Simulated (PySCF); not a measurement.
Al(H)(Me)(OtBu), SMILES [CH3][AlH][O]C(C)(C)C (GFN2-xTB optimised geometry):

```
20

Al    -1.229    -0.065     0.000
H     -1.846    -1.471    -0.002
C     -2.348     1.586     0.000
H     -2.145     2.221     0.870
H     -3.417     1.361     0.011
H     -2.161     2.211    -0.880
O      0.413    -0.065     0.000
C      1.812    -0.109    -0.006
C      2.331     0.861    -1.072
C      2.325     0.305     1.376
C      2.260    -1.537    -0.329
H      3.417     0.843    -1.109
H      1.997     1.870    -0.844
H      1.937     0.579    -2.046
H      1.985     1.312     1.608
H      3.411     0.280     1.405
H      1.933    -0.373     2.131
H      1.871    -1.832    -1.301
H      1.867    -2.221     0.420
H      3.345    -1.605    -0.342
```

Calculation: PBE0/def2-SVP in PySCF.

Problem. What are the frontier orbital energies and the dipole moment?

Solution. HOMO-2 -8.38 eV, HOMO-1 -8.01 eV, HOMO -7.23 eV, LUMO -0.20 eV, LUMO+1 0.85 eV; dipole moment 1.11 D.

Meta-Löwdin charges at PBE0/def2-SVP: Al1 0.81, H2 -0.18, C3 -0.61, H4 0.11, H5 0.11, H6 0.11, O7 -0.61, C8 0.29, C9 -0.30, C10 -0.30, C11 -0.31, H12 0.10, H13 0.10, H14 0.10, H15 0.10, H16 0.10, H17 0.10, H18 0.10, H19 0.10, H20 0.10.
